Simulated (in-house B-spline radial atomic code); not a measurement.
## Ionising the copper ion Cu⁴⁺ with different functionals

Computed with a radial B-spline atomic code at the basis-set limit: scalar-relativistic (spin-free X2C) Hamiltonian, Fermi nucleus of rms radius 3.8823 fm, spin-polarised at highest spin, spherical fractional occupations for the functionals, and exact exchange of hybrids averaged over the configuration. The ionisation energy is the difference of two self-consistent energies, [Ar] 3d7 → [Ar] 3d6, without Breit or QED terms; ε is the level of the shell that loses the electron (its least bound occupied spin orbital).

```csv
method,rung,ΔSCF (eV),-ε(3d) (eV)
PBE0,global hybrid,79.91,72.04
B3LYP,global hybrid,80.18,71.58
TPSSh,global hybrid,79.87,69.86
BHandHLYP,global hybrid,79.57,75.30
r2SCAN0,global hybrid,79.42,71.71
B97-1,global hybrid,80.00,71.53
HSE06,range-separated hybrid,79.89,71.60
wB97X,range-separated hybrid,79.74,74.24
CAM-B3LYP,range-separated hybrid,80.14,73.60
LC-wPBE,range-separated hybrid,80.24,74.41
```

(1) Among the functionals, which spreads more, the ΔSCF values or the orbital energies?

(2) How do they compare with the NIST value?

Results:

(1) The orbital energies: ΔSCF values span about 0.82 eV and the orbital energies 5.44 eV; here energy differences depend much less on the functional than eigenvalues do.

(2) NIST lists 79.8 eV ± 0.7 (semi-empirical, ground level to ground level). Errors run from -0.38 to +0.44 eV; all lie within about twice that uncertainty, so the table can't rank the methods.
